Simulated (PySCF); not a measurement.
## Computed properties of Li(Me) (CH₃Li), SMILES [Li][CH3]

Li(Me) (CH₃Li), SMILES [Li][CH3]. The structure is a stationary point at PBE0-D3(BJ)/def2-TZVPD. The isomer is the one that the SMILES or the coordinates give; other isomers of the formula were not compared. The values are those of a single conformer. All values are computed for the isolated molecule unless a solvent is named; none is compared with measurement here.

**Structure.** The optimised structure has C3v symmetry. All 9 harmonic modes at PBE0-D3(BJ)/def2-TZVPD (PySCF) are real, so it is a minimum.

**Vibrations.** The strongest infrared lines (harmonic, unscaled, degenerate partners summed) lie at 432 cm⁻¹ (329 km/mol, H 80 %, C 14 %), 3055 cm⁻¹ (88 km/mol, H 91 %, C 9 %), 2982 cm⁻¹ (69 km/mol, H 97 %). The softest mode is at 432 cm⁻¹ and the zero-point energy is 20.8 kcal/mol.

**Electronic structure.** B3LYP/def2-TZVPD (PySCF) places the frontier levels at -4.86 and -1.35 eV, a gap of 3.51 eV, and gives a dipole moment of 5.57 D and a mean polarisability of 38.8 bohr³.

**Excitations.** TDA-B3LYP/def2-TZVPD (PySCF) has S1 at 2.84 eV (436 nm, f = 0.097, bright); the most intense of the 10 singlets computed lies at 3.98 eV (f = 0.16). Strengths of degenerate partners are summed. T1 (TDA) is at 2.35 eV, 0.49 eV under S1.

**NMR.** GIAO shifts at HF/pcSseg-2 (PySCF) (non-relativistic, atoms alike by connectivity averaged): ¹³C at -21.4 ppm against TMS; ¹H at -1.5 ppm against TMS.
